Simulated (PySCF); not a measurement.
Compound: C₄H₇FO₃S.
Geometry (GFN2-xTB, Å), atoms numbered from 1 in this order:
```
atom  x, y, z in Å
O1     1.2961   -2.0594    0.6828
S2     1.5324   -0.9290   -0.1604
O3     2.4655   -1.0286   -1.2241
C4     2.0194    0.4524    0.9556
F5     1.7910    1.6137    0.3012
O6     0.1596   -0.4152   -0.7693
C7    -0.9546   -0.4910    0.0840
C8    -2.2280    0.1202   -0.3995
C9    -1.4600    0.7707    0.7160
H10    1.3979    0.4126    1.8491
H11    3.0824    0.3682    1.1769
H12   -0.9650   -1.4166    0.6473
H13   -2.2027    0.5976   -1.3653
H14   -3.1514   -0.3905   -0.1767
H15   -0.9382    1.6867    0.4858
H16   -1.8521    0.7171    1.7201
```

The closed-shell SCF was solved with PySCF and density fitting under several settings on one GFN2-xTB geometry (grid level 2 and gas phase unless stated).

```csv
settings,basis functions,SCF cycles,E (Eh),HOMO (eV),LUMO (eV),dipole (D)
PBE0/pcSseg-1,195,14,-879.5023,-8.55,0.68,4.25
PBE0/def2-SVPD,255,14,-879.1261,-8.62,0.21,4.34
HCTH407/def2-SVPD,255,17,-879.7484,-7.41,-0.89,4.13
B3LYP/def2-SVPD,255,15,-879.7815,-8.40,-0.09,4.35
CAM-B3LYP/pcseg-1,165,13,-879.9344,-9.98,1.70,4.40
"PBE0/STO-3G, energy threshold 1e-06 Eh",56,9,-868.4523,-3.86,4.58,2.83
```

Estimate the rows for these settings: (1) wB97X-D/def2-SVPD, start guess vsap, energy threshold 1e-11 Eh; (2) PBE/pcSseg-1; (3) KT2/pcseg-1, grid level 1, damping 0.2 at the start, DIIS from the seventh cycle.

| settings | basis functions | SCF cycles | E (Eh) | HOMO (eV) | LUMO (eV) | dipole (D) |
| --- | --- | --- | --- | --- | --- | --- |
| wB97X-D/def2-SVPD, start guess vsap, energy threshold 1e-11 Eh | 255 | 15 | -879.6158 | -10.51 | 1.90 | 4.41 |
| PBE/pcSseg-1 | 195 | 17 | -879.4713 | -7.11 | -0.36 | 3.97 |
| KT2/pcseg-1, grid level 1, damping 0.2 at the start, DIIS from the seventh cycle | 165 | 25 | -890.4669 | -7.23 | -0.53 | 4.08 |

Over all rows, what range does the HOMO–LUMO gap span?

From 6.52 eV (HCTH407/def2-SVPD) to 12.41 eV (wB97X-D/def2-SVPD, start guess vsap, energy threshold 1e-11 Eh). The functional of the narrowest has no exact exchange, that of the widest range-separated exact exchange.

And the dipole moment?

From 2.83 D (PBE0/STO-3G, energy threshold 1e-06 Eh) to 4.41 D (wB97X-D/def2-SVPD, start guess vsap, energy threshold 1e-11 Eh); the largest is 1.56 times the smallest, and the median is 4.25 D.

Compare two rows with the functional PBE0: PBE0/STO-3G, energy threshold 1e-06 Eh and PBE0/pcSseg-1. Which energy is lower, and by how much?

PBE0/pcSseg-1 (195 functions) lies 11.0500 Eh or 6934 kcal/mol below PBE0/STO-3G, energy threshold 1e-06 Eh (56 functions).

wB97X-D ran without the empirical dispersion term, which would shift the total energy alone. Cycle counts include a coarse-grid stage where the run had one. KT2 was designed for NMR shieldings or shifts; total energies of different functionals aren't comparable.

One conformer stands for the species.
